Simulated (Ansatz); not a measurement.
Consider the hydrogen abstraction from the Si–H bond: `N[SiH](O)Cl` + Cl• → `N[Si](O)Cl`• + HCl.

Calculated with Ansatz (gas phase, PBE0-D4/def2-TZVP geometries, no zero-point term in ΔE). CCSD(T)/CBS is the MP2 limit (def2-TZVPP, def2-QZVPP) plus CCSD(T) − MP2 in def2-TZVPP, frozen cores. This one scheme is used for every species, atoms too. Functionals use def2-TZVPP. No spin–orbit coupling; open shells (•) take unrestricted orbitals. Spin–orbit coupling would lower the free atoms: a little for Cl. Each species was taken in one conformer, which may not be the lowest.

| level | ΔE (kJ/mol) |
| --- | --- |
| r2SCAN-D4 | -52.5 |
| PBE | -63.2 |
| MP2/def2-TZVPP | -35.7 |
| HF/def2-QZVPP | 14.0 |

Question: What does CCSD(T)/CBS give? (Best estimate.)

Answer: Ansatz gave: -31.2 kJ/mol. The listed levels differ from it by -21.3, -32.0, -4.5, 45.2 kJ/mol.

Question: What do rigid-rotor, harmonic-oscillator terms from PBE0-D4/def2-TZVP frequencies (298.15 K, 1 bar) make of the CCSD(T)/CBS value? (Estimate.)

Answer: Computed: ΔZPE = -6.8 kJ/mol, ΔH = -35.5 kJ/mol, ΔS = 25 J/(mol·K), ΔG = -43.1 kJ/mol. Open shells count their whole term as degenerate.

Largest T1 diagnostic among the species: 0.013.

At CCSD(T), def2-SVP lies +22.6 kJ/mol from the extrapolated value and def2-TZVPP +6.8 kJ/mol. From PBE to PBE0 (25 % exact exchange), in def2-TZVPP and without D4, ΔE moves by +16.5 kJ/mol. Leaving LDA and LC-ωPBE aside and taking each functional with its dispersion term where it has one, the values, not all of them listed here, spread over 47.6 kJ/mol, from PBE-D4 to BHLYP-D4. LDA lies −17.3 kJ/mol from PBE without D4.

CCSD(T)/CBS has its own doubt, a few kJ/mol and more with outer-core shells, so smaller differences from it don't rank the levels.
